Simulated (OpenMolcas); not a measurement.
## Hg I: effect of the IPEA shift

```json
{"Program": "OpenMolcas", "Basis": "ANO-RCC-VTZP [8s7p5d3f1g]", "Scalar Hamiltonian": "DKH2, point nucleus", "Active space": "2 electrons in 4 orbitals (6s 6p)", "State averaging": "2S+1 = 3 even, 3 roots; 2S+1 = 1 even, 1 root kept (CI in the orbitals of an earlier block); 2S+1 = 3 odd, 3 roots; 2S+1 = 1 odd, 3 roots kept (CI in the orbitals of an earlier block)", "Spin-orbit coupling": "RASSI with atomic mean-field integrals over the reference wave functions, term energies averaged over their components"}
```

Methods on the same reference wave functions:
A. CASSCF
B. SS-CASPT2, IPEA 0 Eh, imaginary shift 0.1 Eh (closed shells correlated: 5d)
C. SS-CASPT2, IPEA 0.25 Eh, imaginary shift 0.1 Eh (closed shells correlated: 5d)

Energies in cm⁻¹ above 6s² ¹S₀, the measured ground level; measured values from NIST Handbook of Basic Atomic Spectroscopic Data.

```tsv
Level	A	B	C	Measured
6s² ¹S₀	0.0	0.0	0.0	0.0
6s 6p ³P°₀	27954	37693	37836	37645
6s 6p ³P°₁	29452	38936	39122	39412
6s 6p ³P°₂	33236	42975	43118	44043
6s 6p ¹P°₁	53309	51429	52648	54069
```

Deviations, from unrounded energies. A percentage is the sum of absolute deviations over the sum of measured energies, with the sign that they share, or ± where signs differ.

```
           Against measurement  Levels      A     B     C
mean absolute deviation (cm-1)       4   7800  1100   710
      other configurations (%)       4  -17.8  ±2.4  ±1.6
```

C lies closest to measurement on these levels and A furthest from it. The largest miss of C in the table is 6s 6p ¹P°₁, by -1400 cm-1. The ranking rests on the paired levels alone, and a cruder setting can come out closer through cancelling errors.

Between B and C the level of the table that moves most is 6s 6p ¹P°₁, by 1200 cm-1 (lowest in B, highest in C).

The lowest spin-free term lies below A's lowest term by 0.420 hartree in B, 0.416 hartree in C.

Terms from blocks run as CI alone lack orbitals of their own. Spin-orbit splittings of 6p shells tend to come out small when the coupling is added on scalar orbitals. Measured partners are found by configuration, term and J. A level has none where our copy of the source lacks it or the pairing is in doubt (some pairs that miss far off the trend of their configuration count as doubtful), and it then counts in no deviation. Only configurations of the active space appear. The table leaves out levels that lie high or whose names do not pair safely across all columns.

° marks odd parity.
